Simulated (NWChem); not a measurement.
System: phosphorus nitride (PN); SMILES N#P

The following NWChem deck was run.

```
start job
memory heap 200 mb stack 900 mb global 1100 mb
geometry units angstroms noautoz
  N      0.000000     0.000000     1.009448
  P      0.000000     0.000000    -0.479115
end
basis spherical
  * library def2-tzvpd
end
dft
  xc becke88 lyp
  iterations 150
  mulliken
end
task dft energy
```

The geometry was optimised at PBE0/def2-SVP.

What results follow from this input? (BLYP/def2-TZVPD.) Quantities: energy (Ha); highest occupied level (eV); orbital gap (eV); dipole (D).


- energy (Ha): -396.10
- highest occupied level (eV): -7.63
- orbital gap (eV): 4.39
- dipole (D): 2.77
